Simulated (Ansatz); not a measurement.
`[Cl][GeH]1[CH2][O]1` and `[BH2][GeH]1[CH2][O]1` differ in one atom or group.

Ansatz, PBE0-D4/def2-TZVP geometries, multiplicity 1. 

Scalar relativity is left out up to krypton.

```tsv
property	`[Cl][GeH]1[CH2][O]1`
HOMO–LUMO gap (PBE/def2-TZVPP) / eV	4.28
HOMO energy (PBE/def2-TZVPP) / eV	-6.30
size of the dipole moment (B3LYP/def2-TZVPP) / D	2.38
HOMO energy (ωB97M-V/def2-TZVPP) / eV	-9.65
ideal-gas entropy at 298 K and 1 bar (rigid rotor, harmonic PBE0-D4/def2-TZVP) / J/(mol·K)	313
HOMO–LUMO gap (PBE0/def2-TZVPP) / eV	6.36
```

**Question.** What does the change do to each property? (An estimate is asked.)

**Answer.** The calculation gave: 
```tsv
property	`[BH2][GeH]1[CH2][O]1`	shift
HOMO–LUMO gap (PBE/def2-TZVPP) / eV	2.48	-1.80
HOMO energy (PBE/def2-TZVPP) / eV	-6.09	0.21
size of the dipole moment (B3LYP/def2-TZVPP) / D	1.86	-0.52
HOMO energy (ωB97M-V/def2-TZVPP) / eV	-9.00	0.65
ideal-gas entropy at 298 K and 1 bar (rigid rotor, harmonic PBE0-D4/def2-TZVP) / J/(mol·K)	318	5
HOMO–LUMO gap (PBE0/def2-TZVPP) / eV	4.22	-2.14
```

With PBE0 the HOMO rises by 0.49 eV and the LUMO falls by 1.65 eV, so the gap narrows by about 2.14 eV. PBE moves the HOMO by 0.21 eV and ωB97M-V by 0.65 eV. The zero-point energy changes by 49.2 kJ/mol with +6 modes. Dipoles are sizes alone; their direction can turn.

B3LYP here is the variant with VWN-RPA as its local correlation; programs differ in this.
